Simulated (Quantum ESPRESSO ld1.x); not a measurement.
All-electron atom: a nucleus of charge 58.7 with 58 electrons in [Xe] 4f3 6s1. Method: Dirac Kohn-Sham, LDA (Slater exchange, Perdew-Zunger correlation), spin-unpolarised, spherical densities, point nucleus; open shells are shared between the two j in proportion to 2j + 1; computed with ld1.x of Quantum ESPRESSO 7.5.

Unscreened Slater integrals over Kohn-Sham orbitals (eV). Large and small components are both included.

F0(4f7/2,4f7/2): 20.462
F2(4f7/2,4f7/2): 9.0105
F4(4f7/2,4f7/2): 5.5310
F6(4f7/2,4f7/2): 3.9466
F0(4f7/2,4f5/2): 20.681
F2(4f7/2,4f5/2): 9.1270
F4(4f7/2,4f5/2): 5.6055
G2(4f7/2,4f5/2): 9.1147
G4(4f7/2,4f5/2): 5.5984
G6(4f7/2,4f5/2): 3.9956
F0(4f7/2,6s1/2): 7.3720
G3(4f7/2,6s1/2): 0.47108
F0(4f7/2,5p3/2): 15.181
F2(4f7/2,5p3/2): 5.7622
G2(4f7/2,5p3/2): 3.7012
G4(4f7/2,5p3/2): 2.6960
F0(4f5/2,4f5/2): 20.905
F2(4f5/2,4f5/2): 9.2470
F4(4f5/2,4f5/2): 5.6825
F0(4f5/2,6s1/2): 7.3897
G3(4f5/2,6s1/2): 0.44890
F0(4f5/2,5p3/2): 15.284
F2(4f5/2,5p3/2): 5.7629
G2(4f5/2,5p3/2): 3.6614
G4(4f5/2,5p3/2): 2.6748
F0(6s1/2,6s1/2): 5.7770
F0(6s1/2,5p3/2): 7.1610
G1(6s1/2,5p3/2): 0.59630
F0(5p3/2,5p3/2): 13.446
F2(5p3/2,5p3/2): 7.2026
